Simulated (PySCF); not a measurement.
Level of theory: B3LYP-D3(BJ)/def2-TZVP // PBE0-D4/def2-TZVP in PySCF. All species are isolated molecules in the gas phase. One relaxed conformer stands for a flexible species; it need not be the lowest. B3LYP has the VWN-RPA correlation part, as in Gaussian. Delta-SCF ions had no search for a lower state. Excitations are Tamm–Dancoff values on a coarser integration grid. The basis has no diffuse functions, so Rydberg states are missing or too high.

Reference species (SMILES): `C=NC=C` (C–C–N–C torsion 180°) (neutral, multiplicity 1).

```json
{
  "S1 excitation (TDA)": "4.48 eV",
  "vertical ionisation energy (Delta-SCF)": "9.54 eV",
  "HOMO": "-7.13 eV"
}
```

Changed species: `C(N)#CC`.

Task: Give the shifts of the S1 excitation (TDA), vertical ionisation energy (Delta-SCF) and HOMO.

Result: the S1 excitation (TDA) increases by 0.87 eV, to 5.35 eV; the vertical ionisation energy (Delta-SCF) falls by 1.19 eV, to 8.35 eV; the HOMO increases by 1.30 eV, to -5.83 eV.
